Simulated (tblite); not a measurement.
Species: C₆H₁₀O.
SMILES with atom numbers: `[CH3:1][O:2][C@H:3]1[CH:4]=[C:5]([CH3:6])[CH2:7]1` (hydrogens: H8, H9, H10 on C1; H11 on C3; H12 on C4; H13, H14, H15 on C6; H16, H17 on C7)

Computed with GFN2-xTB (tblite), gas phase: Langevin dynamics at 300 K from the optimised GFN2-xTB geometry, time step 0.5 fs, friction 0.01 fs⁻¹, 2000 steps. The instantaneous temperature is 2·E(kin)/(3Nk) with all 3N coordinates.

| t (fs) | T (K) | E(pot) above start (eV) | C1–O2 (Å) | O2–C3 (Å) | C3–C4 (Å) | C4=C5 (Å) | C5–C6 (Å) | C1–H8 (Å) | C1–O2–C3–C4 (°) |
| --- | --- | --- | --- | --- | --- | --- | --- | --- | --- |
| 0 | 259 | 0.000 | 1.405 | 1.405 | 1.516 | 1.332 | 1.481 | 1.096 | 75 |
| 25 | 179 | 0.418 | 1.422 | 1.420 | 1.555 | 1.328 | 1.527 | 1.111 | 77 |
| 50 | 283 | 0.511 | 1.399 | 1.400 | 1.521 | 1.354 | 1.503 | 1.112 | 72 |
| 75 | 306 | 0.465 | 1.398 | 1.403 | 1.469 | 1.346 | 1.487 | 1.105 | 70 |
| 100 | 276 | 0.406 | 1.408 | 1.433 | 1.481 | 1.358 | 1.488 | 1.120 | 71 |
| 125 | 328 | 0.654 | 1.417 | 1.456 | 1.487 | 1.316 | 1.521 | 1.142 | 68 |
| 150 | 350 | 0.420 | 1.396 | 1.399 | 1.507 | 1.318 | 1.463 | 1.121 | 59 |
| 175 | 336 | 0.594 | 1.402 | 1.408 | 1.487 | 1.352 | 1.456 | 1.082 | 53 |
| 200 | 329 | 0.660 | 1.418 | 1.410 | 1.546 | 1.319 | 1.446 | 1.077 | 49 |
| 225 | 265 | 0.798 | 1.404 | 1.442 | 1.602 | 1.311 | 1.480 | 1.101 | 67 |
| 250 | 244 | 0.752 | 1.381 | 1.364 | 1.481 | 1.344 | 1.432 | 1.131 | 63 |
| 275 | 262 | 0.692 | 1.414 | 1.432 | 1.481 | 1.334 | 1.500 | 1.100 | 58 |
| 300 | 295 | 0.645 | 1.436 | 1.366 | 1.518 | 1.308 | 1.509 | 1.089 | 73 |
| 325 | 354 | 0.471 | 1.417 | 1.401 | 1.557 | 1.328 | 1.505 | 1.086 | 76 |
| 350 | 241 | 0.582 | 1.430 | 1.438 | 1.520 | 1.362 | 1.480 | 1.066 | 71 |
| 375 | 267 | 0.363 | 1.397 | 1.462 | 1.549 | 1.329 | 1.505 | 1.063 | 87 |
| 400 | 293 | 0.419 | 1.337 | 1.389 | 1.564 | 1.300 | 1.455 | 1.088 | 90 |
| 425 | 273 | 0.474 | 1.406 | 1.383 | 1.556 | 1.353 | 1.487 | 1.155 | 86 |
| 450 | 257 | 0.622 | 1.459 | 1.450 | 1.509 | 1.351 | 1.444 | 1.194 | 86 |
| 475 | 272 | 0.560 | 1.407 | 1.362 | 1.496 | 1.312 | 1.467 | 1.163 | 83 |
| 500 | 266 | 0.518 | 1.400 | 1.379 | 1.532 | 1.334 | 1.478 | 1.077 | 74 |
| 525 | 291 | 0.548 | 1.428 | 1.395 | 1.525 | 1.337 | 1.472 | 1.028 | 65 |
| 550 | 336 | 0.401 | 1.409 | 1.418 | 1.517 | 1.351 | 1.508 | 1.074 | 65 |
| 575 | 266 | 0.620 | 1.365 | 1.388 | 1.574 | 1.307 | 1.454 | 1.158 | 75 |
| 600 | 211 | 0.723 | 1.417 | 1.394 | 1.568 | 1.305 | 1.500 | 1.158 | 76 |
| 625 | 335 | 0.370 | 1.416 | 1.409 | 1.517 | 1.336 | 1.470 | 1.130 | 68 |
| 650 | 292 | 0.423 | 1.395 | 1.447 | 1.491 | 1.366 | 1.533 | 1.076 | 78 |
| 675 | 221 | 0.479 | 1.383 | 1.429 | 1.495 | 1.309 | 1.472 | 1.064 | 80 |
| 700 | 131 | 0.528 | 1.417 | 1.392 | 1.476 | 1.336 | 1.542 | 1.104 | 78 |
| 725 | 220 | 0.572 | 1.457 | 1.402 | 1.519 | 1.330 | 1.434 | 1.126 | 75 |
| 750 | 289 | 0.777 | 1.418 | 1.391 | 1.550 | 1.310 | 1.494 | 1.137 | 77 |
| 775 | 497 | 0.409 | 1.392 | 1.416 | 1.581 | 1.351 | 1.462 | 1.073 | 83 |
| 800 | 266 | 0.837 | 1.401 | 1.427 | 1.594 | 1.366 | 1.523 | 1.052 | 96 |
| 825 | 394 | 0.585 | 1.367 | 1.388 | 1.500 | 1.330 | 1.525 | 1.078 | 89 |
| 850 | 393 | 0.637 | 1.399 | 1.445 | 1.475 | 1.307 | 1.473 | 1.125 | 77 |
| 875 | 391 | 0.547 | 1.401 | 1.398 | 1.494 | 1.349 | 1.492 | 1.130 | 63 |
| 900 | 387 | 0.667 | 1.403 | 1.409 | 1.498 | 1.358 | 1.514 | 1.100 | 67 |
| 925 | 308 | 0.806 | 1.440 | 1.447 | 1.494 | 1.338 | 1.564 | 1.072 | 87 |
| 950 | 385 | 0.619 | 1.385 | 1.402 | 1.486 | 1.325 | 1.482 | 1.092 | 98 |
| 975 | 290 | 0.739 | 1.362 | 1.429 | 1.498 | 1.343 | 1.470 | 1.109 | 102 |
| 1000 | 386 | 0.402 | 1.408 | 1.405 | 1.518 | 1.353 | 1.511 | 1.108 | 90 |

Task: From 500 fs on, how do temperature and potential energy compare with equipartition?

Result: The mean temperature of these 21 frames is 312 K against the target 300 K, and the mean potential energy 0.58 eV against 45 × kT/2 = 0.58 eV for 45 classical harmonic modes. For 17 atoms in a canonical ensemble the temperature itself scatters by T·√(2/(3N)) = 59 K; here its standard deviation is 81 K. The whole run lasts only 10 friction times of 100 fs, so these averages carry a wide statistical error.

Task: What are the kinetic and total energies of the listed frame with the highest potential energy?

Result: The one at 800 fs, 0.837 eV above the start. Its kinetic energy is 3NkT/2 = 0.585 eV at 266 K, so the sum is 1.42 eV; over the listed frames the sum runs from 0.57 to 1.52 eV, since the thermostat adds and removes energy.

Task: How much do the listed bonds fluctuate from 500 fs on?

Result: 
```
 bond  at the start (Å)  mean (Å)  standard deviation (Å)
C1–O2             1.405     1.403                   0.023
O2–C3             1.405     1.410                   0.020
C3–C4             1.516     1.519                   0.034
C4=C5             1.332     1.335                   0.019
C5–C6             1.481     1.494                   0.031
C1–H8             1.096     1.099                   0.034
```

The motion is classical and holds no zero-point motion.

The cost below is that of the whole dynamics run. Time: 8.8 s wall; peak memory 0.18 GiB. Hardware: one thread of an Arm Neoverse V2, shared host.
